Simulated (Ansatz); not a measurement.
A series at Sn: from `[F][SnH]([F])[F]`, ligands are replaced one by one, each step taking up H₂ and setting free H–F; n counts the steps. Ansatz, PBE0-D4/def2-TZVP geometries.

| n | molecule | HOMO energy, ωB97M-V/def2-TZVPP (eV) |
| --- | --- | --- |
| 0 | `[F][SnH]([F])[F]` | -13.38 |
| 1 | `[F][SnH2][F]` | -12.12 |
| 2 | `[F][SnH3]` | -11.62 |
| 3 | `[SnH4]` | ? |

Task: By hand: fit a straight line y = ȳ + b (n − n̄) to the 3 given rows and predict n = 3.

Result: n̄ = 1.000, ȳ = -12.373; Σ(n − n̄)(y − ȳ) = 1.760, Σ(n − n̄)² = 2.000, so b = 0.880 eV a step. Prediction: -12.373 + (0.880) × (2.000) = -10.61 eV.

Task: By hand: compare with the computed value, -11.38 eV, and give the steps along the whole series.

Result: The line misses by -0.77 eV (computed minus predicted). Steps: 1.26, 0.50, 0.24 eV.

One step carries most of the change, so a line is a poor guide. The highest orbital can change its character along such a series. The miss is 38.5 % of the series' range.
